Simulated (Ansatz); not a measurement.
Cost and result for the atomization energy of CH$_{6}$AlNSi (10 atoms, 10 bonds).

```xyz
10

C    -1.2033    0.0717   -0.5265
N     0.1842    0.5779   -0.3596
Si    0.9383    0.0895    1.1948
Al   -0.0408   -1.4793   -0.2521
H    -1.9224    0.4790    0.1839
H    -1.5480    0.2232   -1.5504
H     0.4615    1.3713   -0.9216
H     0.3487    0.7837    2.3802
H     2.3681    0.4983    1.1072
H     0.4138   -2.6154   -1.2559
```

Charge 0, multiplicity 1. All single points use the PBE0-D4/def2-TZVP geometry. Program: Ansatz. All runs use 2 threads of an Arm Neoverse V2 on a shared host. Times are those of one run each, without the atoms' runs, and a repeat can differ threefold. Electronic energies, without spin–orbit coupling; frozen cores. CCSD(T)/CBS adds CCSD(T) − MP2 in def2-TZVPP to the MP2 limit, and its time is that of the two runs behind it. T1 = 0.013. HSE06 is the plane-wave form, built on full-range PBE exchange.

CCSD(T)/CBS is a level of theory with its own doubt, some kJ/mol a heavy atom from the limit and from the frozen cores, so smaller differences don't rank the functionals.

| level | functions | wall time | atomization (kJ/mol) | difference from CCSD(T)/CBS | per bond |
| --- | --- | --- | --- | --- | --- |
| revPBE-D4/def2-TZVPP | 230 | 2.4 s | 3179.8 | -28.2 | -2.8 |
| BLYP-D4/def2-TZVPP | 230 | 2.4 s | 3191.4 | -16.6 | -1.7 |
| CCSD(T)/def2-SVP | 94 | 2.7 s | 2992.6 | -215.4 | -21.5 |
| PBE-D4/def2-TZVPP (with forces) | 230 | 3 s | 3249.5 | 41.5 | 4.2 |
| BHLYP-D4/def2-TZVPP | 230 | 3.6 s | 3125.6 | -82.4 | -8.2 |
| HSE06-D4/def2-TZVPP | 230 | 3.7 s | 3205.5 | -2.5 | -0.2 |
| CAM-B3LYP-D4/def2-TZVPP | 230 | 3.9 s | 3218.6 | 10.6 | 1.1 |
| PBE-QIDH/def2-TZVPP | 230 | 6.5 s | 3177.2 | -30.8 | -3.1 |
| r2SCANh-D4/def2-TZVPP | 230 | 7 s | 3195.4 | -12.6 | -1.3 |
| ωB97M-V/def2-TZVPP (with forces) | 230 | 15 s | 3221.6 | 13.6 | 1.4 |
| MP2/def2-QZVPP | 434 | 23 s | 3193.1 | -14.9 | -1.5 |
| CCSD(T)/def2-TZVPP | 230 | 74 s | 3111.9 | -96.1 | -9.6 |
| CCSD(T)/CBS(def2) | – | 97 s | 3208.0 | 0.0 | 0.0 |

From PBE to PBE0 (25 % exact exchange), in def2-TZVPP and without D4, the atomization energy moves by −42.7 kJ/mol: exact exchange takes away binding that semilocal exchange gives to molecules. In def2-TZVPP, CCSD(T) changes the Hartree–Fock value by +850.1 kJ/mol (the triples alone add +49.4 kJ/mol) and MP2 by +874.0 kJ/mol; breaking electron pairs costs correlation energy, which Hartree–Fock lacks. At CCSD(T), def2-SVP lies −215.4 kJ/mol from the extrapolated value and def2-TZVPP −96.0 kJ/mol: correlation converges slowly with the basis, and small sets miss more of it in the bonded molecule than in its fragments.
